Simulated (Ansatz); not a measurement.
Cartesian coordinates in Å:
```
Si 0.902 1.373 -0.696
C -0.319 0.321 0.259
Si -1.365 -0.715 -0.900
Si 0.560 -0.756 1.516
H 2.034 0.524 -1.154
H 1.439 2.460 0.165
H 0.260 1.985 -1.892
H -0.990 0.996 0.805
H -0.485 -1.377 -1.900
H -2.104 -1.771 -0.154
H -2.348 0.138 -1.618
H 1.624 0.008 2.225
H -0.404 -1.276 2.521
H 1.194 -1.908 0.821
```

The species carries charge 0 and has multiplicity 1.

Q: List the ωB97M-V/def2-TZVPP orbital energies in eV (Ansatz). (Estimate.)

A: The calculation gave: Occupied: -1807.04, -1807.04, -1807.04, -281.27, -148.12, -148.12, -148.12, -102.23, -102.23, -102.23, -102.23, -102.23, -102.23, -102.22, -102.22, -102.22, -22.82, -17.81, -17.81, -16.91, -14.11, -12.90, -12.90, -12.01, -12.01, -11.71, -11.64, -10.94, -10.94. Lowest empty: 1.51, 2.39, 2.39, 2.66, 2.79, 2.80, 2.83, 3.10.
